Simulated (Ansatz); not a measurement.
# Nudged elastic band run: ClH$_{5}$InNSi

Input:

```yaml
crystal:
  periodic: [false, false, false]
  atoms:
    - { symbol: In, position_ang: [-2.321788, -0.994475, -1.013481] }
    - { symbol: Si, position_ang: [0.77626, -0.056568, 1.063284] }
    - { symbol: "N", position_ang: [0.234225, -0.240129, -0.619345] }
    - { symbol: H, position_ang: [-0.115992, 0.633165, -1.062583] }
    - { symbol: Cl, position_ang: [-2.191232, 1.421724, -1.754313] }
    - { symbol: H, position_ang: [-0.397407, 0.466527, 1.839461] }
    - { symbol: H, position_ang: [1.943726, 0.879574, 1.241763] }
    - { symbol: H, position_ang: [1.167997, -1.418842, 1.560379] }
    - { symbol: H, position_ang: [0.904109, -0.691077, -1.255262] }
basis:
  gaussian: { orbitals: def2-SVP }
hamiltonian:
  xc: pbe
  dispersion: d4
neb:
  order_check: false
  images: 7
  f_tol: 0.05
  max_iterations: 60
  max_displacement: 0.5
  optimiser: fire
  final_atoms:
    - { symbol: In, position_ang: [-1.12092369, -0.77968437, -2.32605194] }
    - { symbol: Si, position_ang: [0.80884211, -0.08100296, 0.72295562] }
    - { symbol: "N", position_ang: [0.44143361, -0.83116511, -0.78298208] }
    - { symbol: H, position_ang: [-1.38813064, 1.20011405, 0.22937287] }
    - { symbol: Cl, position_ang: [-2.51106701, 1.27172442, -0.50661591] }
    - { symbol: H, position_ang: [-0.13473319, 1.11965409, 0.88568698] }
    - { symbol: H, position_ang: [2.1885593, 0.5267738, 0.84693094] }
    - { symbol: H, position_ang: [0.56859111, -0.89220098, 1.97892908] }
    - { symbol: H, position_ang: [1.14732641, -1.53431394, -1.04832256] }
  initial_path:
    images:
      - { positions_ang: [[-2.321788, -0.994475, -1.013481], [0.77626, -0.056568, 1.063284], [0.234225, -0.240129, -0.619345], [-0.115992, 0.633165, -1.062583], [-2.191232, 1.421724, -1.754313], [-0.397407, 0.466527, 1.839461], [1.943726, 0.879574, 1.241763], [1.167997, -1.418842, 1.560379], [0.904109, -0.691077, -1.255262]] }
      - { positions_ang: [[-2.23142607, -1.00388774, -0.88009055], [0.71783617, -0.0639793, 0.99646465], [0.28253755, -0.32175891, -0.67486003], [-0.13548183, 0.62695508, -0.99513136], [-2.09823943, 1.42565716, -1.62352886], [-0.45671041, 0.49128985, 1.73370922], [1.87928711, 0.86316108, 1.17863852], [1.05908255, -1.39418508, 1.56811282], [0.98301236, -0.62335315, -1.30341141]] }
      - { positions_ang: [[-2.14106414, -1.01330048, -0.7467001], [0.65941234, -0.07139059, 0.9296453], [0.3308501, -0.40338883, -0.73037506], [-0.15497167, 0.62074517, -0.92767972], [-2.00524686, 1.42959032, -1.49274472], [-0.51601382, 0.51605271, 1.62795745], [1.81484822, 0.84674817, 1.11551403], [0.95016809, -1.36952816, 1.57584664], [1.06191573, -0.5556293, -1.35156082]] }
      - { positions_ang: [[-2.05070221, -1.02271322, -0.61330965], [0.60098851, -0.07880189, 0.86282595], [0.37916265, -0.48501874, -0.78589009], [-0.1744615, 0.61453525, -0.86022808], [-1.91225429, 1.43352348, -1.36196059], [-0.57531722, 0.54081556, 1.52220567], [1.75040933, 0.83033525, 1.05238955], [0.84125364, -1.34487125, 1.58358046], [1.14081909, -0.48790544, -1.39971023]] }
      - { positions_ang: [[-1.96034028, -1.03212596, -0.4799192], [0.54256468, -0.08621319, 0.7960066], [0.42747519, -0.56664866, -0.84140512], [-0.19395134, 0.60832534, -0.79277644], [-1.81926171, 1.43745664, -1.23117645], [-0.63462063, 0.56557842, 1.4164539], [1.68597044, 0.81392233, 0.98926507], [0.73233918, -1.32021433, 1.59131428], [1.21972246, -0.42018159, -1.44785964]] }
      - { positions_ang: [[-1.75048613, -0.96901557, -0.94145238], [0.60913404, -0.08491063, 0.77774385], [0.4309648, -0.63277777, -0.82679936], [-0.49249616, 0.75627251, -0.53723911], [-1.99221304, 1.39602358, -1.05003631], [-0.50964877, 0.70409734, 1.28376217], [1.81161766, 0.7421352, 0.95368154], [0.69140216, -1.21321099, 1.68821798], [1.20162345, -0.69871468, -1.34797537]] }
      - { positions_ang: [[-1.54063199, -0.90590517, -1.40298557], [0.6757034, -0.08360808, 0.75948111], [0.4344544, -0.69890688, -0.8121936], [-0.79104099, 0.90421969, -0.28170178], [-2.16516436, 1.35459053, -0.86889618], [-0.38467691, 0.84261625, 1.15107044], [1.93726487, 0.67034807, 0.918098], [0.65046515, -1.10620766, 1.78512168], [1.18352443, -0.97724777, -1.2480911]] }
      - { positions_ang: [[-1.33077784, -0.84279477, -1.86451875], [0.74227275, -0.08230552, 0.74121836], [0.437944, -0.76503599, -0.79758784], [-1.08958581, 1.05216687, -0.02616445], [-2.33811569, 1.31315747, -0.68775604], [-0.25970505, 0.98113517, 1.01837871], [2.06291209, 0.59856094, 0.88251447], [0.60952813, -0.99920432, 1.88202538], [1.16542542, -1.25578085, -1.14820683]] }
      - { positions_ang: [[-1.12092369, -0.77968437, -2.32605194], [0.80884211, -0.08100296, 0.72295562], [0.44143361, -0.83116511, -0.78298208], [-1.38813064, 1.20011405, 0.22937287], [-2.51106701, 1.27172442, -0.50661591], [-0.13473319, 1.11965409, 0.88568698], [2.1885593, 0.5267738, 0.84693094], [0.56859111, -0.89220098, 1.97892908], [1.14732641, -1.53431394, -1.04832256]] }
```

Launched with:

```bash
$ ansatz run input.yaml --threads 2 --pin off --max-ram 3072MiB --backend cpu --events-out ev --progress --plain --runs-dir out
```

Output, in part (warnings, iteration lines, the closing report on the highest movable image, with atoms numbered from 0):

```
NEB end point (image 0): max|allowed force component| = 2.079e-2 eV/Å (the criterion of neb.relax_end_points is 1.000e-2)
NEB end point (image 8): max|allowed force component| = 2.547e-2 eV/Å (the criterion of neb.relax_end_points is 1.000e-2)
NEB iter   1: max|band force component| = 5.854e0 eV/Å  barrier→ = 3.9009 eV  barrier← = 2.3073 eV  Δτ_max = 0.1040 Å  (248 SCF iters)
NEB iter   2: max|band force component| = 3.219e0 eV/Å  barrier→ = 3.1501 eV  barrier← = 1.5565 eV  Δτ_max = 0.0623 Å  (203 SCF iters)
NEB iter   3: max|band force component| = 2.554e0 eV/Å  barrier→ = 2.6061 eV  barrier← = 1.0125 eV  Δτ_max = 0.0408 Å  (200 SCF iters)
NEB iter   4: max|band force component| = 2.474e0 eV/Å  barrier→ = 2.3893 eV  barrier← = 0.7958 eV  Δτ_max = 0.0776 Å  (203 SCF iters)
NEB iter   5: max|band force component| = 2.079e0 eV/Å  barrier→ = 2.1243 eV  barrier← = 0.5308 eV  Δτ_max = 0.1114 Å  (198 SCF iters)
NEB iter   6: max|band force component| = 1.329e0 eV/Å  barrier→ = 1.9704 eV  barrier← = 0.3768 eV  Δτ_max = 0.1317 Å  (194 SCF iters)
NEB iter   7: max|band force component| = 1.640e0 eV/Å  barrier→ = 1.9306 eV  barrier← = 0.3371 eV  Δτ_max = 0.0273 Å  (196 SCF iters)
NEB iter   8: max|band force component| = 1.035e0 eV/Å  barrier→ = 1.8661 eV  barrier← = 0.2725 eV  Δτ_max = 0.0160 Å  (202 SCF iters)
NEB iter   9: max|band force component| = 1.041e0 eV/Å  barrier→ = 1.8497 eV  barrier← = 0.2562 eV  Δτ_max = 0.0321 Å  (196 SCF iters)
NEB iter  10: max|band force component| = 1.032e0 eV/Å  barrier→ = 1.8278 eV  barrier← = 0.2342 eV  Δτ_max = 0.0478 Å  (191 SCF iters)
NEB iter  11: max|band force component| = 9.805e-1 eV/Å  barrier→ = 1.8046 eV  barrier← = 0.2111 eV  Δτ_max = 0.0624 Å  (198 SCF iters)
NEB iter  12: max|band force component| = 8.727e-1 eV/Å  barrier→ = 1.7820 eV  barrier← = 0.1885 eV  Δτ_max = 0.0747 Å  (196 SCF iters)
NEB iter  13: max|band force component| = 7.886e-1 eV/Å  barrier→ = 1.7633 eV  barrier← = 0.1698 eV  Δτ_max = 0.0839 Å  (198 SCF iters)
NEB iter  14: max|band force component| = 7.042e-1 eV/Å  barrier→ = 1.7468 eV  barrier← = 0.1533 eV  Δτ_max = 0.0999 Å  (198 SCF iters)
NEB iter  15: max|band force component| = 5.484e-1 eV/Å  barrier→ = 1.7248 eV  barrier← = 0.1313 eV  Δτ_max = 0.1169 Å  (196 SCF iters)
NEB iter  16: max|band force component| = 4.872e-1 eV/Å  barrier→ = 1.7108 eV  barrier← = 0.1172 eV  CI = image 6  Δτ_max = 0.1323 Å  (194 SCF iters)
NEB iter  17: max|band force component| = 5.747e-1 eV/Å  barrier→ = 1.7049 eV  barrier← = 0.1113 eV  CI = image 6  Δτ_max = 0.0159 Å  (191 SCF iters)
NEB iter  18: max|band force component| = 5.160e-1 eV/Å  barrier→ = 1.7021 eV  barrier← = 0.1085 eV  CI = image 6  Δτ_max = 0.0161 Å  (194 SCF iters)
NEB iter  19: max|band force component| = 5.493e-1 eV/Å  barrier→ = 1.7005 eV  barrier← = 0.1069 eV  CI = image 6  Δτ_max = 0.0208 Å  (193 SCF iters)
NEB iter  20: max|band force component| = 9.774e-1 eV/Å  barrier→ = 1.6996 eV  barrier← = 0.1060 eV  CI = image 6  Δτ_max = 0.0089 Å  (202 SCF iters)
NEB iter  21: max|band force component| = 4.315e-1 eV/Å  barrier→ = 1.6985 eV  barrier← = 0.1050 eV  CI = image 6  Δτ_max = 0.0119 Å  (158 SCF iters)
NEB iter  22: max|band force component| = 4.185e-1 eV/Å  barrier→ = 1.6980 eV  barrier← = 0.1044 eV  CI = image 6  Δτ_max = 0.0036 Å  (173 SCF iters)
NEB iter  23: max|band force component| = 4.128e-1 eV/Å  barrier→ = 1.6977 eV  barrier← = 0.1041 eV  CI = image 6  Δτ_max = 0.0058 Å  (155 SCF iters)
NEB iter  24: max|band force component| = 4.019e-1 eV/Å  barrier→ = 1.6972 eV  barrier← = 0.1037 eV  CI = image 6  Δτ_max = 0.0086 Å  (158 SCF iters)
NEB iter  25: max|band force component| = 4.547e-1 eV/Å  barrier→ = 1.6967 eV  barrier← = 0.1031 eV  CI = image 6  Δτ_max = 0.0111 Å  (159 SCF iters)
NEB iter  26: max|band force component| = 3.664e-1 eV/Å  barrier→ = 1.6960 eV  barrier← = 0.1024 eV  CI = image 6  Δτ_max = 0.0136 Å  (173 SCF iters)
NEB iter  27: max|band force component| = 3.430e-1 eV/Å  barrier→ = 1.6952 eV  barrier← = 0.1016 eV  CI = image 6  Δτ_max = 0.0159 Å  (181 SCF iters)
NEB iter  28: max|band force component| = 3.237e-1 eV/Å  barrier→ = 1.6944 eV  barrier← = 0.1009 eV  CI = image 6  Δτ_max = 0.0197 Å  (183 SCF iters)
NEB iter  29: max|band force component| = 3.165e-1 eV/Å  barrier→ = 1.6935 eV  barrier← = 0.1000 eV  CI = image 6  Δτ_max = 0.0242 Å  (184 SCF iters)
NEB iter  30: max|band force component| = 3.166e-1 eV/Å  barrier→ = 1.6926 eV  barrier← = 0.0990 eV  CI = image 6  Δτ_max = 0.0294 Å  (184 SCF iters)
NEB iter  31: max|band force component| = 2.723e-1 eV/Å  barrier→ = 1.6916 eV  barrier← = 0.0981 eV  CI = image 6  Δτ_max = 0.0362 Å  (183 SCF iters)
NEB iter  32: max|band force component| = 2.505e-1 eV/Å  barrier→ = 1.6907 eV  barrier← = 0.0971 eV  CI = image 6  Δτ_max = 0.0424 Å  (192 SCF iters)
NEB iter  33: max|band force component| = 1.763e-1 eV/Å  barrier→ = 1.6899 eV  barrier← = 0.0963 eV  CI = image 6  Δτ_max = 0.0494 Å  (194 SCF iters)
NEB iter  34: max|band force component| = 2.675e-1 eV/Å  barrier→ = 1.6893 eV  barrier← = 0.0958 eV  CI = image 6  Δτ_max = 0.0076 Å  (193 SCF iters)
NEB iter  35: max|band force component| = 1.838e-1 eV/Å  barrier→ = 1.6892 eV  barrier← = 0.0956 eV  CI = image 6  Δτ_max = 0.0056 Å  (160 SCF iters)
NEB iter  36: max|band force component| = 2.375e-1 eV/Å  barrier→ = 1.6891 eV  barrier← = 0.0955 eV  CI = image 6  Δτ_max = 0.0067 Å  (161 SCF iters)
NEB iter  37: max|band force component| = 1.652e-1 eV/Å  barrier→ = 1.6890 eV  barrier← = 0.0954 eV  CI = image 6  Δτ_max = 0.0050 Å  (160 SCF iters)
NEB iter  38: max|band force component| = 2.127e-1 eV/Å  barrier→ = 1.6889 eV  barrier← = 0.0953 eV  CI = image 6  Δτ_max = 0.0060 Å  (159 SCF iters)
NEB iter  39: max|band force component| = 1.495e-1 eV/Å  barrier→ = 1.6888 eV  barrier← = 0.0953 eV  CI = image 6  Δτ_max = 0.0045 Å  (160 SCF iters)
NEB iter  40: max|band force component| = 1.907e-1 eV/Å  barrier→ = 1.6888 eV  barrier← = 0.0952 eV  CI = image 6  Δτ_max = 0.0053 Å  (156 SCF iters)
NEB iter  41: max|band force component| = 1.360e-1 eV/Å  barrier→ = 1.6887 eV  barrier← = 0.0951 eV  CI = image 6  Δτ_max = 0.0040 Å  (154 SCF iters)
NEB iter  42: max|band force component| = 1.710e-1 eV/Å  barrier→ = 1.6887 eV  barrier← = 0.0951 eV  CI = image 6  Δτ_max = 0.0047 Å  (151 SCF iters)
NEB iter  43: max|band force component| = 1.272e-1 eV/Å  barrier→ = 1.6886 eV  barrier← = 0.0950 eV  CI = image 6  Δτ_max = 0.0036 Å  (151 SCF iters)
NEB iter  44: max|band force component| = 1.534e-1 eV/Å  barrier→ = 1.6886 eV  barrier← = 0.0950 eV  CI = image 6  Δτ_max = 0.0053 Å  (147 SCF iters)
NEB iter  45: max|band force component| = 1.209e-1 eV/Å  barrier→ = 1.6885 eV  barrier← = 0.0949 eV  CI = image 6  Δτ_max = 0.0078 Å  (149 SCF iters)
NEB iter  46: max|band force component| = 1.383e-1 eV/Å  barrier→ = 1.6883 eV  barrier← = 0.0948 eV  CI = image 6  Δτ_max = 0.0100 Å  (167 SCF iters)
NEB iter  47: max|band force component| = 1.076e-1 eV/Å  barrier→ = 1.6882 eV  barrier← = 0.0946 eV  CI = image 6  Δτ_max = 0.0121 Å  (169 SCF iters)
NEB iter  48: max|band force component| = 1.614e-1 eV/Å  barrier→ = 1.6880 eV  barrier← = 0.0944 eV  CI = image 6  Δτ_max = 0.0139 Å  (173 SCF iters)
NEB iter  49: max|band force component| = 1.295e-1 eV/Å  barrier→ = 1.6878 eV  barrier← = 0.0942 eV  CI = image 6  Δτ_max = 0.0172 Å  (187 SCF iters)
NEB iter  50: max|band force component| = 8.932e-2 eV/Å  barrier→ = 1.6876 eV  barrier← = 0.0940 eV  CI = image 6  Δτ_max = 0.0210 Å  (187 SCF iters)
NEB iter  51: max|band force component| = 7.895e-2 eV/Å  barrier→ = 1.6874 eV  barrier← = 0.0939 eV  CI = image 6  Δτ_max = 0.0248 Å  (186 SCF iters)
NEB iter  52: max|band force component| = 2.001e-1 eV/Å  barrier→ = 1.6872 eV  barrier← = 0.0937 eV  CI = image 6  Δτ_max = 0.0271 Å  (184 SCF iters)
NEB iter  53: max|band force component| = 6.413e-1 eV/Å  barrier→ = 1.6872 eV  barrier← = 0.0936 eV  CI = image 6  Δτ_max = 0.0099 Å  (191 SCF iters)
NEB iter  54: max|band force component| = 3.510e-2 eV/Å  barrier→ = 1.6871 eV  barrier← = 0.0935 eV  CI = image 6  Δτ_max = 0.0000 Å  (352 SCF iters)
Total energy: -27128.14187759 eV, -996.9408258863 hartree
Atom 0 at    -1.490729    -1.327720    -1.774406 Å, force    -0.001962     0.004115     0.003128 eV/Å
Atom 1 at     0.763399    -0.130516     0.857822 Å, force     0.000033    -0.000781     0.004097 eV/Å
Atom 2 at     0.329623    -0.670318    -0.736437 Å, force     0.006791    -0.004526    -0.004032 eV/Å
Atom 3 at    -1.075194     1.309467    -0.383173 Å, force    -0.002915     0.006585    -0.007006 eV/Å
Atom 4 at    -2.268452     1.583756    -0.867590 Å, force    -0.005018    -0.000667    -0.005373 eV/Å
Atom 5 at    -0.295804     0.872488     1.278793 Å, force     0.001259    -0.001674     0.005867 eV/Å
Atom 6 at     2.090887     0.591636     0.904178 Å, force    -0.000743    -0.001336    -0.004075 eV/Å
Atom 7 at     0.801752    -1.171245     1.958562 Å, force     0.004359    -0.005245    -0.001834 eV/Å
Atom 8 at     1.144417    -1.057648    -1.237845 Å, force    -0.001805     0.003529     0.009227 eV/Å
Dipole moment:     0.008134    -0.188897    -0.254597 e Å
```

The run converged. Another band between the same ends (7 images) ends at a top of the same energy, where a vibrational analysis finds 1 clearly imaginary mode. The orbitals stay closed-shell, which can raise the energy where a bond breaks towards radicals; this wasn't checked here.

Final band (atoms are numbered from 1 in the order of the input):

| image | path coordinate (Å) | energy (eV) | N3–H4 (Å) | H4–Cl5 (Å) |
| --- | --- | --- | --- | --- |
| 0 | 0.00 | 0.00 | 1.04 | 2.33 |
| 1 | 0.54 | 0.01 | 1.04 | 2.35 |
| 2 | 1.08 | 0.04 | 1.04 | 2.31 |
| 3 | 1.64 | 0.22 | 1.07 | 2.04 |
| 4 | 2.20 | 1.15 | 1.40 | 1.58 |
| 5 | 2.75 | 1.56 | 1.98 | 1.35 |
| 6 | 3.31 | 1.69 | 2.45 | 1.32 |
| 7 | 4.09 | 1.61 | 2.83 | 1.34 |
| 8 | 4.87 | 1.59 | 2.92 | 1.34 |

Time of the run: 8.1 min on 2 threads of Intel(R) Xeon(R) Platinum 8488C (Sapphire Rapids), with other jobs on the host, peak memory 0.17 GiB.
